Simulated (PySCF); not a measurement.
N-methyl-N-silylpropan-2-amine (C₄H₁₃NSi), SMILES CC(C)N(C)[SiH3].

Geometry optimised at B3LYP-D3(BJ)/def2-SVP. One conformer was computed; it need not be the lowest.

These are B3LYP-D3(BJ)/def2-SVP (PySCF) values and carry that method's errors.

Frequencies are harmonic and unscaled.

```csv
mode,ν (cm⁻¹),IR (km/mol),moving atoms (share of kinetic energy)
1,40,0.1,"C 50 %, H 34 %, Si 13 %"
2,92,0.2,H 89 %
3,120,1.2,"H 58 %, C 19 %, N 18 %"
4,193,1.3,"H 86 %, C 9 %"
5,232,0.1,"H 45 %, C 25 %, Si 19 %, N 12 %"
6,249,0.7,"H 78 %, C 19 %"
7,259,0.2,"H 87 %, C 9 %"
8,310,0.0,"C 60 %, H 37 %"
9,367,0.5,"H 41 %, C 37 %, Si 13 %, N 8 %"
10,432,4.3,"C 36 %, H 31 %, N 30 %"
11,487,6.3,"C 44 %, H 33 %, Si 16 %"
12,671,6.9,"C 43 %, H 42 %, Si 11 %"
13,700,46.9,"H 79 %, N 10 %, Si 9 %"
14,719,30.1,"H 74 %, Si 14 %, C 10 %"
15,863,12.7,"C 51 %, H 34 %, N 11 %"
16,919,68.1,H 93 %
17,920,16.4,"H 84 %, C 16 %"
18,938,0.6,"H 69 %, C 31 %"
19,981,66.2,H 95 %
20,984,334.6,"H 66 %, N 12 %, C 11 %, Si 11 %"
21,996,55.2,"H 76 %, N 12 %, C 11 %"
22,1083,16.8,"H 47 %, C 36 %, N 16 %"
23,1129,5.1,"H 54 %, C 45 %"
24,1146,7.1,"H 63 %, C 30 %"
25,1169,0.9,"H 52 %, C 44 %"
26,1233,120.3,"C 43 %, N 42 %, H 15 %"
27,1253,28.4,"H 44 %, N 30 %, C 25 %"
28,1339,4.9,"H 74 %, C 26 %"
29,1383,11.9,"H 74 %, C 26 %"
30,1392,2.2,"H 79 %, C 18 %"
31,1413,32.9,"H 75 %, C 18 %"
32,1445,5.9,"H 89 %, C 11 %"
33,1455,3.5,H 95 %
34,1457,0.8,H 96 %
35,1472,2.4,H 96 %
36,1473,4.7,H 96 %
37,1487,2.3,H 92 %
38,1499,14.3,H 96 %
39,2151,183.6,H 96 %
40,2217,100.0,H 98 %
41,2222,131.2,H 96 %
42,2975,69.5,H 96 %
43,3027,14.5,H 94 %
44,3027,11.2,H 95 %
45,3033,14.1,H 97 %
46,3051,46.2,"H 92 %, C 8 %"
47,3100,19.9,"H 91 %, C 9 %"
48,3108,1.2,"H 91 %, C 9 %"
49,3115,45.3,"H 91 %, C 9 %"
50,3115,26.6,"H 90 %, C 10 %"
51,3125,22.7,"H 90 %, C 10 %"
```
